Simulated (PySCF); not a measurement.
Computed IR spectrum (relative IR intensity) of a molecule C4H3FO2. Geometry optimised at PBE0-D3(BJ)/def2-SVP. Other conformers were not sampled. All values below come from PBE0-D3(BJ)/def2-SVP (PySCF). Harmonic, unscaled wavenumbers; measured fundamentals usually lie a few per cent lower.

ν (cm⁻¹): 682 (vw), 782 (w), 993 (w), 1105 (w), 1156 (w), 1308 (w), 1424 (vw), 1506 (s), 1728 (vs), 1885 (s) (against the strongest line: vs over 80 %, s over 45 %, m over 15 %, w over 4 %, vw less)

### Question
Which molecule gave these data?
A. O=C1C=C(F)OC1
B. O=C[C@@]1(F)C=CO1
C. FC=C1OC=CO1
D. O=C[C@H]1C=C(F)O1

### Answer
A, O=C1C=C(F)OC1
